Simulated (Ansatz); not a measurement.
Program: Ansatz. Geometries: PBE0-D4/def2-TZVP. ΔE: electronic, gas phase. CCSD(T)/CBS is the MP2 limit (def2-TZVPP, def2-QZVPP) plus CCSD(T) − MP2 in def2-TZVPP, frozen cores. This one scheme is used for every species. Functionals use def2-TZVPP. Open shells (•) are unrestricted, without spin–orbit coupling. Each species was taken in one conformer, which may not be the lowest.

Consider the homolysis of the B–Si bond: `NB(O)[SiH](F)F` → `N[B]O`• + `F[SiH]F`•.

`NB(O)[SiH](F)F`:

Cartesian coordinates in Å:
```
N -1.380 -0.731 0.034
B -0.242 -0.052 0.496
O -0.027 0.268 1.807
Si 1.173 0.494 -0.846
F 2.585 -0.162 -0.496
F 1.393 2.074 -0.843
H -1.517 -0.955 -0.936
H -2.137 -1.044 0.622
H -0.719 -0.006 2.416
H 0.872 0.115 -2.254
```

`N[B]O`•:

Cartesian coordinates in Å:
```
N 0.535 -0.713 -0.414
B -0.038 0.060 0.590
O -0.845 1.121 0.326
H 1.131 -1.496 -0.222
H 0.383 -0.530 -1.395
H -1.166 1.558 1.115
```

`F[SiH]F`•:

Cartesian coordinates in Å:
```
F -0.598 -0.672 -1.173
Si 0.357 0.137 -0.189
F 0.638 -0.797 1.069
H -0.397 1.332 0.293
```

```json
{"level": "revPBE-D4", "ΔE (kcal/mol)": "85.2"}
{"level": "CAM-B3LYP-D4", "ΔE (kcal/mol)": "88.9"}
{"level": "ωB97M-V", "ΔE (kcal/mol)": "93.1"}
{"level": "revPBE", "ΔE (kcal/mol)": "80.4"}
```

Task: What does CCSD(T)/CBS give? (An estimate is asked.)

Result: Computed: +92.4 kcal/mol. The listed levels differ from it by -7.2, -3.5, 0.7, -12.0 kcal/mol.

Task: What do rigid-rotor, harmonic-oscillator terms from PBE0-D4/def2-TZVP frequencies (298.15 K, 1 bar) make of the CCSD(T)/CBS value? (Best estimate.)

Result: Ansatz gave: ΔZPE = -3.0 kcal/mol, ΔH = +89.9 kcal/mol, ΔS = 172 J/(mol·K), ΔG = +77.7 kcal/mol. Open shells count their whole term as degenerate. Modes under 50 cm⁻¹ make the entropy rough.

Largest T1 diagnostic among the species: 0.014.

From PBE to PBE0 (25 % exact exchange), in def2-TZVPP and without D4, ΔE moves by +1.3 kcal/mol. At CCSD(T), def2-SVP lies −2.5 kcal/mol from the extrapolated value and def2-TZVPP −1.8 kcal/mol: correlation converges slowly with the basis, and small sets miss more of it in the bonded molecule than in its fragments.

CCSD(T)/CBS has its own doubt, a few kJ/mol and more with outer-core shells, so smaller differences from it don't rank the levels.
